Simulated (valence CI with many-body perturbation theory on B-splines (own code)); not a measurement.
Results of a calculation; reference values are marked as such.
**Hyperfine factors and g values of In XVII**

Level of theory: relativistic CI+MBPT: five valence electrons over a frozen Dirac-Fock core [Ar] 3d10, a basis of 11 s, 11 p, 10 d, 8 f, 5 g, 2 h functions for each j, with the one-electron correlation potential Σ1 (screened to all orders), the two-electron term Σ2, the three-electron term Σ3, Breit, model QED; selected single and double excitations, second order for the rest, scaled by the run's own slope (own B-spline code, finite nucleus).

No measured levels were compared; by estimate levels hold to about 250 cm⁻¹ or 0.2 % of their energy and the worst to 1 %, as in measured heavy ions of charge 2 to 7; those with d or f electrons hold less well. Among the levels kept, up to 2200 cm⁻¹ of a level comes from second order outside the variational space, and about a tenth of that is noise between levels of different J, which matters for small intervals.

A/g_I is the dipole constant over the nuclear g factor μ/I (μ in nuclear magnetons, uniformly magnetised nucleus), B/Q the quadrupole constant per barn. Both hold the static response of the core; the bare values leave it out. Large factors of s and p1/2 electrons are usually good to 5 to 10 %; those of open d and f shells near neutrality can be off by tens of per cent, and small factors of p3/2, d and f electrons come from cancelling terms and can be off by a factor of two or in sign, in half-filled shells by more. B is blank for J = 1/2, where it vanishes, and for nearly pure S terms. Energies count from the lowest level.

Names give the largest LS component (configuration and term), which can be under half, so a name can repeat, a term be missing and a line seem to break the LS rules; names also repeat where a configuration has a term twice. Letters in brackets count levels of one name in rising energy.

| Level | E (cm⁻¹) | g | A/g_I (MHz) | A/g_I bare | B/Q (MHz/b) | B/Q bare |
| --- | --- | --- | --- | --- | --- | --- |
| 4s2 4p3 4S°_3/2 | 0 | 1.616 | 6260 | 5700 | 9110 | 8560 |
| 4s2 4p3 2D°_3/2 | 58019 | 1.263 | 2200 | 2030 | 9480 | 8920 |
| 4s2 4p3 2D°_5/2 | 77056 | 1.199 | 17800 | 16800 | -55.8 | -46.5 |
| 4s2 4p3 2P°_1/2 | 104780 | 0.664 | 53400 | 50800 |  |  |
| 4s2 4p3 2P°_3/2 | 160170 | 1.253 | 9370 | 8810 | -18600 | -17500 |
| 4s 4p4 4P_5/2 | 374210 | 1.556 | 41600 | 39400 | 11300 | 10600 |
| 4s 4p4 4P_3/2 | 414320 | 1.577 | 15400 | 14500 | -12800 | -12000 |
| 4s 4p4 4P_1/2 | 419830 | 2.512 | 120000 | 114000 |  |  |
| 4s 4p4 2D_3/2 | 464320 | 1.043 | 3280 | 3140 | -16700 | -15700 |
| 4s 4p4 2D_5/2 | 482860 | 1.242 | 48300 | 45700 | -27600 | -26000 |
| 4s 4p4 2S_1/2 [a] | 521400 | 1.514 | 40200 | 38100 |  |  |
| 4s 4p4 2P_3/2 | 530210 | 1.214 | 3390 | 3190 | 5900 | 5550 |
| 4s2 4p2 4d 4F_3/2 | 553890 | 0.627 | 4070 | 4050 | 3150 | 2920 |
| 4s2 4p2 4d 4F_5/2 | 572470 | 1.147 | 1570 | 1570 | 6520 | 6070 |
| 4s 4p4 2S_1/2 [b] | 592290 | 1.040 | 95800 | 91000 |  |  |
| 4s2 4p2 4d 2F_5/2 | 600320 | 0.945 | 13700 | 13000 | -5720 | -5390 |
| 4s2 4p2 4d 4F_7/2 | 609210 | 1.229 | 4260 | 4050 | 6290 | 5860 |
| 4s2 4p2 4d 4D_3/2 | 613230 | 1.053 | 9380 | 8950 | -8620 | -8090 |
| 4s2 4p2 4d 4D_1/2 | 614200 | 0.319 | 40500 | 38700 |  |  |
| 4s2 4p2 4d 2F_7/2 [a] | 615360 | 1.236 | 6370 | 6060 | 12200 | 11400 |
| 4s2 4p2 4d 4F_9/2 | 629490 | 1.262 | 8670 | 8210 | 1120 | 992 |
| 4s2 4p2 4d 4D_5/2 | 636720 | 1.191 | 8490 | 8100 | -7920 | -7460 |
| 4s2 4p2 4d 2P_3/2 [a] | 650010 | 1.239 | -4910 | -4640 | -113 | -127 |
| 4s2 4p2 4d 2G_7/2 | 666940 | 1.053 | 9850 | 9370 | 16000 | 15000 |
| 4s2 4p2 4d 4P_5/2 | 675740 | 1.473 | 3350 | 3150 | -118 | -104 |
| 4s2 4p2 4d 4P_3/2 | 681500 | 1.435 | 5870 | 5580 | -4070 | -3820 |
| 4s2 4p2 4d 4P_1/2 | 683030 | 1.953 | 27800 | 26300 |  |  |
| 4s2 4p2 4d 2F_7/2 [b] | 692880 | 1.189 | 5320 | 5070 | 7130 | 6670 |
| 4s2 4p2 4d 2D_3/2 [a] | 698690 | 0.945 | 10700 | 10200 | 7390 | 6930 |
| 4s2 4p2 4d 2G_9/2 | 704060 | 1.181 | 5880 | 5610 | 22100 | 20700 |
| 4s2 4p2 4d 2P_1/2 [a] | 710220 | 1.109 | -6130 | -6000 |  |  |
| 4s2 4p2 4d 2D_5/2 [a] | 716050 | 1.128 | 3230 | 3080 | 10300 | 9650 |
| 4s2 4p2 4d 2P_1/2 [b] | 733430 | 0.980 | -9630 | -9070 |  |  |
| 4s2 4p2 4d 2D_3/2 [b] | 737610 | 1.031 | 7270 | 6880 | -5680 | -5330 |
| 4s2 4p2 4d 2D_5/2 [b] | 745420 | 1.129 | 7890 | 7530 | -3810 | -3590 |
| 4s2 4p2 4d 2D_5/2 [c] | 758130 | 1.201 | 3170 | 3080 | 22200 | 20800 |
| 4s2 4p2 4d 2F_7/2 [c] | 770860 | 1.130 | 8080 | 7670 | -2560 | -2420 |
| 4s2 4p2 4d 2S_1/2 | 776370 | 1.903 | 28200 | 27000 |  |  |
| 4s2 4p2 4d 2P_3/2 [b] | 777390 | 1.216 | 4180 | 4030 | -3340 | -3130 |
| 4s2 4p2 4d 2D_3/2 [c] | 806550 | 0.877 | 4720 | 4610 | 5380 | 5050 |

Task: Take the isotope of mass number 113, with I = 9/2, μ = 5.5208 μN and Q = 0.761 b. What is the hyperfine structure of 4s2 4p3 2P°_1/2?

Result: From the table A = 65600 MHz. Shifts from the centre of gravity in MHz: F = 4: -180000, F = 5: 148000.
